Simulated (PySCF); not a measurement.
**Correlation energy of Cl- (chlorine, charge -1)**

[Ar], closed-shell 1S. All numbers are calculated (PySCF 2.14, no relativity, point nucleus, in def2-QZVPPD). Frozen: 1s2; 16 electrons correlated.

| level | correlation energy (mhartree) |
| --- | --- |
| CCSD | -417.89 |
| (T) | -12.56 |
| CCSD(T) | -430.45 |

Diagnostics: T1 = 0.0041, D1 = 0.0081, largest double amplitude 0.038.

Q: Is a single reference adequate?

A: Yes: T1 lies below 0.03 and no double amplitude reaches 0.07.

This basis was not built for core-valence correlation, so the inner-shell part is incomplete.
